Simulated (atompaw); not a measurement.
# What one change does to a pseudopotential (Au, PAW (atompaw))

```json
{
  "Element": "Au (Z = 79)",
  "Generator": "atompaw 4.2.0.5",
  "Type": "PAW",
  "Functional": "LDA (PW92)",
  "Relativity": "scalar-relativistic",
  "Frozen core": "[Xe] 4f14",
  "Valence charge": "11",
  "Reference configuration": "5d10 6s1 6p0",
  "Partial waves": "6s (bound): rc 3.00 bohr; 6s channel at 0.95 Ry: rc 3.00 bohr; 6p (bound, empty): rc 3.00 bohr; 6p channel at 0.65 Ry: rc 3.00 bohr; 5d (bound): rc 1.80 bohr; 5d channel at 3.9 Ry: rc 3.00 bohr",
  "Local potential": "ultrasoft scheme with l = 3 at 1 Ry, radius 2.15 bohr",
  "Core correction": "smooth core density matched at 3.00 bohr",
  "Augmentation charge": "gaussian compensation charge, radius 2.95 bohr; PAW radius 3.00 bohr; waves and projectors: custom rrkj gramschmidtortho"
}
```

All-electron outer shells of the reference configuration (LDA (PW92), scalar-relativistic, ld1.x):

```
shell  level (eV)  outermost node (bohr)  outermost maximum (bohr)
   4f      -81.58                      –                      0.37
   5p      -60.06                   0.52                      0.96
   5d       -7.12                   0.56                      1.21
   6s       -6.08                   1.11                      2.32
   6p       -0.88                   1.32                      3.51
```

Change: all radii scaled by about 0.85 (s 2.54, p 2.54, d 1.52 bohr); local potential ultrasoft scheme with l = 3 at 1 Ry, radius 1.82 bohr; augmentation gaussian compensation charge, radius 2.50 bohr; PAW radius 2.54 bohr; waves and projectors: custom rrkj gramschmidtortho; core correction smooth core density matched at 2.54 bohr.

Cutoffs: the cutoffs (Ry, on a coarse ladder) from which the occupation-weighted sum of valence levels, in a spherical-Bessel basis at the reference potential, stays within 10 and 1 mRy of its value at 400 Ry; they do not see the model core or the augmentation charge, which bear on the density cutoff.

Question: What does the change do?

Answer: The potential gets harder (35 Ry and 55 Ry → 45 Ry and 80 Ry); a bound ghost appears in s, which as a rule spoils a file. A smaller radius makes the pseudo-wave follow the all-electron one further in, where it bends more sharply, so more plane waves are needed.

```tsv
quantity	base	changed
cutoff, loose	35 Ry	45 Ry
cutoff, tight	55 Ry	80 Ry
loose cutoff by channel (10 mRy a level)	s 6 Ry, d 30 Ry	s 6 Ry, d 40 Ry
bound ghosts	none	s
lowest overlap eigenvalue by channel	s 0.31, p 0.47, d 0.53	s 0.30, p 0.54, d 0.56
```

 A true bound ghost makes a file unfit for plane-wave use even where its test errors are small: the radial tests pick states by their node count and pass the ghost by. The cutoffs see the waves, projectors and local potential, not the compensation charge or the core.
